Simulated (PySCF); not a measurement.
C4H11In, charge +1, doublet, at a GFN2-xTB geometry (such geometries of metal compounds can be far from the true shape) (a state made from the parent by changing its charge; the spin is typed, not shown lowest) (all electrons, no relativity). Base run: HF/STO-3G run with PySCF.

Here is a job for PySCF.
```python
from pyscf import gto, scf

mol = gto.M(
    atom='''
In   -0.02976892    0.44038623    0.17011528
C     1.48271363    1.07008897   -1.39999180
H     2.36864379    0.44655239   -1.29546024
H     1.72005157    2.11623781   -1.21469570
H     1.02894664    0.94531544   -2.38144527
C    -1.40195653    0.85017382    1.94273030
H    -2.37135779    0.40252609    1.72895160
H    -1.48083363    1.93124783    2.04951292
H    -0.94904763    0.40177869    2.82553632
C    -0.45918545   -2.03497942   -0.23365503
C     0.49972712   -2.47861344   -1.25893017
H    -1.49996010   -1.96425263   -0.53166580
H    -0.30126915   -2.38992469    0.77935425
H     1.53540130   -2.40849770   -0.92107010
H     0.36705753   -1.95689005   -2.20931962
H     0.31325226   -3.54303769   -1.46626711
''',
    basis='sto-3g',
    charge=1,
    spin=1,
    verbose=3,
)

mf = scf.UHF(mol)
mf.kernel()
mo_i, mo_e, stable_i, stable_e = mf.stability(internal=True, external=True, return_status=True, nroots=6, tol=1e-6)
print('internally stable:', stable_i, ' externally stable:', stable_e)
if not stable_i:
    umf = mf.copy()
    umf.scf_summary = {}
    umf.kernel(umf.make_rdm1(mo_i, mf.mo_occ))
mf.analyze()
```

The bond that is stretched is that between atoms 8 and 6. A test that says stable can miss a lower solution.

The base run was repeated with changes; each row names its change, and settings that it needs were set with it.

```tsv
change	ΔE vs base (mEh)	<S^2>	E after following the instability (Eh)	<S^2> there	stability test says
base	0.000	0.764	-	-	stable
bond × 1.25	44.649	0.765	-	-	stable
bond × 1.5	124.4	0.768	-5838.59590	0.96	internal instability
bond × 1.8	220.5	0.769	-5838.55084	1.50	internal instability
bond × 2.2	321.1	0.782	-5838.53255	1.74	internal instability
bond × 3.0	189.2	1.792	-	-	external instability
```

On stretching, the SCF can end on different states; <S^2> shows the spin contamination of each.
